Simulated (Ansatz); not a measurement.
Related reaction energies, level by level

Each structure stands at its B3LYP-D3(BJ)/def2-TZVP stationary point, reached from a drawn start (curvature not checked).

(1), Cl2 (SMILES ClCl) (charge 0, multiplicity 1):
```xyz
2

Cl     0.00000     0.00000    -1.00672
Cl     0.00000     0.00000     1.00672
```

(2): Cl atom, charge 0, multiplicity 2.

(3), I2 (SMILES II) (charge 0, multiplicity 1, Z-matrix in Å and degrees):
```
I
I 1 2.6947
```

(4), ClI (SMILES ClI) (charge 0, multiplicity 1, Z-matrix in Å and degrees):
```
I
Cl 1 2.3447
```

(5), Br2 (SMILES BrBr) (charge 0, multiplicity 1):
| atom | x (Å) | y (Å) | z (Å) |
|---|---|---|---|
| Br | 0.0000 | 0.0000 | -1.1579 |
| Br | 0.0000 | 0.0000 | 1.1579 |

(6), BrI (SMILES BrI) (charge 0, multiplicity 1):
| atom | x (Å) | y (Å) | z (Å) |
|---|---|---|---|
| I | 0.0000 | 0.0000 | -1.2499 |
| Br | 0.0000 | 0.0000 | 1.2499 |

```tsv
step	quantity	PBE/def2-TZVPP (kcal/mol)	r2SCAN/def2-TZVPP (kcal/mol)	PBE0/def2-TZVPP (kcal/mol)	wB97M-V/def2-TZVPP (kcal/mol)
(1) → 2 (2)	reaction energy	65.53	59.15	59.18	60.32
(1) + (3) → 2 (4)	reaction energy	-4.97	-5.28	-4.73	-5.61
(5) + (3) → 2 (6)	reaction energy	-2.18	-2.40	-2.15	-2.46
```

Right side less left side. No zero-point or thermal terms; singlets are restricted closed shells; open shells are unrestricted; no spin–orbit coupling.

Codes used: Ansatz (a first-principles code) with Gaussian orbitals. All values are computed, each at the level named. Elements past Kr take the def2 small-core potentials, without spin–orbit coupling.

At wB97M-V/def2-TZVPP the steps run from -5.61 ((1) + (3) → 2 (4)) to 60.32 kcal/mol ((1) → 2 (2)); 2 of 3 are downhill as written. PBE/def2-TZVPP, r2SCAN/def2-TZVPP, PBE0/def2-TZVPP give the same order. No level here is sure enough to rank the others by; between PBE/def2-TZVPP and wB97M-V/def2-TZVPP the widest gap is 5.21 kcal/mol, for (1) → 2 (2).

The steps were written down ahead of the runs, not picked by their results: 3 of 3 stand here.
